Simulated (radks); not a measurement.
All-electron atom: the copper ion Cu2+ in [Ar] 3d9. Method: scalar-relativistic Kohn-Sham, PBE, spin-unpolarised, spherical densities, finite nucleus; Fermi nuclear charge, rms radius 3.8823 fm; computed with a radial shooting solver on a logarithmic mesh with Libxc functionals.

Radial electron density D(r) = 4 pi r^2 rho(r):

```
   r/bohr * D(r) (the largest magnitude, 40.1, reaches the edge; | marks zero)
 0.006531 |        *
 0.007423 |          *
  0.00837 |            *
 0.009437 |               *
  0.01064 |                  *
    0.012 |                     *
  0.01353 |                        *
  0.01525 |                            *
   0.0172 |                                *
  0.01954 |                                    *
  0.02204 |                                       *
  0.02484 |                                          *
  0.02801 |                                             *
  0.03158 |                                               *
  0.03561 |                                               *
  0.04015 |                                               *
  0.04527 |                                              *
  0.05145 |                                            *
  0.05801 |                                         *
  0.06541 |                                       *
  0.07375 |                                      *
  0.08315 |                                      *
  0.09375 |                                       *
   0.1057 |                                          *
   0.1192 |                                              *
   0.1355 |                                                   *
   0.1527 |                                                      *
   0.1722 |                                                      *
   0.1942 |                                                    *
   0.2189 |                                              *
   0.2468 |                                       *
   0.2783 |                                *
   0.3138 |                           *
   0.3566 |                        *
   0.4021 |                        *
   0.4533 |                          *
   0.5111 |                            *
   0.5763 |                              *
   0.6498 |                             *
   0.7326 |                           *
    0.826 |                       *
   0.9388 |                 *
    1.059 |             *
    1.193 |        *
    1.346 |     *
    1.517 |   *
    1.711 | *
    1.929 |*
    2.175 |*
    2.472 *
    2.787 *
    3.142 *
    3.543 *
```

D(r) has 3 maxima, at r = 0.0365, 0.165, 0.600 bohr, and minima at 0.0780, 0.377 bohr, inside which lie 2.09, 10.85 electrons.
